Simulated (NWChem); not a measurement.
System: HfH2Cl2; SMILES [HfH2]([Cl])[Cl]

Program: NWChem. The geometry was optimised at PBE0/def2-SVP. def2 effective core potentials on Hf; no spin-orbit coupling.

### Question
Predict the results for Hartree-Fock/def2-TZVPD. Quantities: highest occupied level (eV); orbital gap (eV); dipole (D).

### Answer
```
Property                      Value
---------------------------  ------
highest occupied level (eV)  -12.20
orbital gap (eV)              13.09
dipole (D)                     0.24
```
